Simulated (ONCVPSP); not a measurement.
## molybdenum: excitation energies, all-electron against ONCV

Mo (Z = 42), optimised norm-conserving Vanderbilt (ONCV), made with ONCVPSP 4.0.1 (PBE, scalar-relativistic). Core [Ar] 3d10, reference 4s2 4p6 4d3 (charge +3). Waves: 4s: rc 1.40 bohr, ncon 4, nbas 9, qcut 6.8 1/bohr, 2 projectors, debl 2.1 Ha; 4p: rc 1.45 bohr, ncon 4, nbas 8, qcut 7.8 1/bohr, 1 projector; 4d: rc 2.05 bohr, ncon 4, nbas 8, qcut 9.2 1/bohr, 1 projector. Local part: polynomial inside 1.10 bohr (lpopt 5, dvloc0 6 Ha). Core correction: Teter function, fcfact 5.75, rcfact 1.65.

In the s channel the program set the typed energies aside and used -3.539, 0.250 Ha.

Energies are relative to the spin-unpolarised reference configuration 4s2 4p6 4d3; without spin polarisation the order of configurations can differ from experiment.

| valence configuration | charge | ΔE all-electron (eV) | error AE − PS (meV) |
| --- | --- | --- | --- |
| 4s2 4p6 4d5 5s1 | 0 | -49.096 | -1.2 |
| 4s2 4p6 4d5 | +1 | -42.206 | -4.4 |
| 4s2 4p6 4d4 | +2 | -26.744 | -0.8 |
| 4s2 4p6 4d5.5 5s0.5 | 0 | -48.816 | -4.3 |

Levels in the configuration 4s2 4p6 4d5:

```
level  all-electron (eV)  pseudo (eV)
   4s            -71.114      -71.143
   4p            -45.289      -45.302
   4d            -10.414      -10.410
```
